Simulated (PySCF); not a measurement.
C₂H₉BN₂, SMILES B(NC)NC. Atoms are numbered in the order given.

```xyz
14

B     -0.5530     0.1101     0.5532
H     -1.1921     0.0223     1.5809
N      0.6442    -0.6292     0.4342
C      1.1739    -1.5399     1.4110
H      1.2102    -0.5406    -0.4011
H      2.1801    -1.2472     1.7628
H      1.2468    -2.5765     1.0336
H      0.5123    -1.5578     2.2885
N     -1.0489     0.9468    -0.4751
C     -0.4477     1.1891    -1.7570
H     -1.8732     1.4962    -0.2785
H      0.2898     2.0154    -1.7542
H     -1.2073     1.4323    -2.5170
H      0.0739     0.2873    -2.1184
```
Charge 0, spin multiplicity 1.

Geometry optimised at PBE0-D3(BJ)/def2-SVP. This is a generated structure with no PubChem entry under its InChIKey; it may be hypothetical. Other conformers were not sampled.

Calculation: B3LYP/pcSseg-1 (PySCF).

GIAO shieldings, no solvent; atoms listed in one row are averaged. δ = σ(ref) − σ: ¹¹B against BF3 (σ = 86.3 ppm); ¹H against TMS (σ = 31.68 ppm); ¹⁵N against NH3 (σ = 265.5 ppm); ¹³C against TMS (σ = 181.3 ppm), references at their B3LYP-D3(BJ)/def2-TZVP geometries, non-relativistic.

| nucleus | atoms | count | δ (ppm) |
|---|---|---|---|
| ¹¹B | B1 | 1 | 13.8 |
| ¹H | H2 | 1 | 4.22 |
| ¹H | H6, H7, H8 | 3 | 3.15 |
| ¹H | H12, H13, H14 | 3 | 2.82 |
| ¹H | H11 | 1 | 2.25 |
| ¹H | H5 | 1 | 2.16 |
| ¹⁵N | N3 | 1 | 82.3 |
| ¹⁵N | N9 | 1 | 75.7 |
| ¹³C | C4 | 1 | 37.5 |
| ¹³C | C10 | 1 | 31.0 |
